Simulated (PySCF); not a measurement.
C₄H₈BN, SMILES C#CCB(C)N. Atoms are numbered in the order given.

```xyz
14

C      2.3332    -0.2326     1.2614
C      1.5988    -0.2075     0.2819
C      0.6798    -0.1576    -0.8477
B     -0.8292     0.1292    -0.3609
C     -1.5565    -0.8832     0.6110
N     -1.4706     1.2877    -0.8251
H      2.9924    -0.2592     2.1166
H      1.0249     0.6017    -1.5845
H      0.6959    -1.1370    -1.3793
H     -2.5740    -0.5707     0.9220
H     -1.6383    -1.8859     0.1377
H     -0.9434    -1.0333     1.5250
H     -1.0269     1.9709    -1.4401
H     -2.4227     1.5395    -0.5568
```
Charge 0, spin multiplicity 1.

Coordinates come from a PBE-D3(BJ)/def2-SVP optimisation. The structure was generated by enumeration, and PubChem lists no compound with its InChIKey, so it may never have been made. The values are those of a single conformer.

Computed with TDDFT-PBE/def2-SVPD in PySCF.

Vertical excitations. The molecule is in vacuum.

```tsv
state	energy (eV)	λ (nm)	f	main pairs
S1	5.55	224	0.003	HOMO→LUMO 53 %, HOMO→LUMO+1 46 %
S2	5.68	218	0.023	HOMO→LUMO+1 52 %, HOMO→LUMO 41 %
S3	5.73	216	0.002	HOMO−1→LUMO 96 %
S4	5.82	213	0.000	HOMO−1→LUMO+1 97 %
S5	6.22	199	0.002	HOMO→LUMO+2 98 %
S6	6.61	188	0.002	HOMO→LUMO+3 64 %, HOMO−1→LUMO+2 34 %
S7	6.69	185	0.021	HOMO−2→LUMO 51 %, HOMO−2→LUMO+1 49 %
S8	6.79	183	0.015	HOMO→LUMO+4 94 %
S9	6.83	182	0.013	HOMO−1→LUMO+3 75 %
S10	6.92	179	0.026	HOMO→LUMO+5 34 %, HOMO−1→LUMO+4 23 %, HOMO−1→LUMO+3 20 %, HOMO−1→LUMO+2 11 %
T1	5.01	247	0	HOMO→LUMO 53 %, HOMO→LUMO+1 15 %, HOMO−1→LUMO+2 15 %, HOMO→LUMO+3 9 %
T2	5.44	228	0	HOMO−1→LUMO 42 %, HOMO→LUMO+2 21 %, HOMO−1→LUMO+2 17 %, HOMO−1→LUMO+1 8 %
T3	5.47	227	0	HOMO−1→LUMO+2 54 %, HOMO→LUMO 16 %, HOMO−1→LUMO 10 %, HOMO→LUMO+2 9 %
T4	5.51	225	0	HOMO→LUMO+1 80 %, HOMO→LUMO 17 %
```
Triplets are in the Tamm–Dancoff approximation, which puts them higher than full response would, so one can lie above its singlet here.
